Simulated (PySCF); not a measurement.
# Shapes and spin states of ReH₂

Level of theory: PBE0/[Re def2-TZVP with ECP60, H def2-TZVP], scalar-relativistic core potentials, density fitting, no spin–orbit coupling, PySCF.

Relaxations began from a few typed shapes and spin states; open shells are unrestricted. The search is not exhaustive: other isomers or separated fragments can lie lower, and high-lying points may rest on an excited occupation.

Problem. Which is the lowest minimum found?
A. broken-symmetry Ms = 1/2 (⟨S²⟩ 1.76) C2v: Re–H 1.635 Å (×2); H–Re–H 110.6°
B. quartet C2v: Re–H 1.641 Å (×2); H–Re–H 112.7°
C. broken-symmetry Ms = 1/2 (⟨S²⟩ 1.71) C2v: Re–H 1.632 Å (×2); H–Re–H 95.3°
D. sextet D∞h: Re–H 1.782 Å (×2); H–Re–H 180.0°
E. sextet C2v: Re–H 1.751 Å (×2); H–Re–H 150.2°
F. quartet C2v: Re–H 1.622 Å (×2); H–Re–H 76.0°
G. broken-symmetry Ms = 1/2 (⟨S²⟩ 2.75) D∞h: Re–H 1.772 Å (×2); H–Re–H 180.0°
H. broken-symmetry Ms = 1/2 (⟨S²⟩ 2.75) C2v: Re–H 1.720 Å (×2); H–Re–H 143.0°

Solution. E. The others lie at 8.1 (sextet D∞h, a saddle point), 25.7 (quartet C2v), 46.6 (quartet C2v), 94.4 (broken-symmetry Ms = 1/2 C2v), 107.8 (broken-symmetry Ms = 1/2 C2v), 175.4 (broken-symmetry Ms = 1/2 C2v), 209.8 (broken-symmetry Ms = 1/2 D∞h, a saddle point) kJ/mol above it.

Formally Re is in oxidation state +2, d5, with 5 unpaired electrons (the high-spin count). The Mulliken spin on Re is 5.11. The polar-tensor charge on Re, 0.61, is far below the formal one.

For the lowest minimum: with open d or f shells other occupations or spin states may lie lower. Spin–orbit coupling, left out here, can matter for elements this heavy.

The electron or spin density has lower symmetry than the nuclear frame for the broken-symmetry Ms = 1/2 (⟨S²⟩ 1.76) C2v at 94.4 kJ/mol, broken-symmetry Ms = 1/2 (⟨S²⟩ 1.71) C2v at 107.8 kJ/mol, broken-symmetry Ms = 1/2 (⟨S²⟩ 2.75) D∞h at 209.8 kJ/mol.
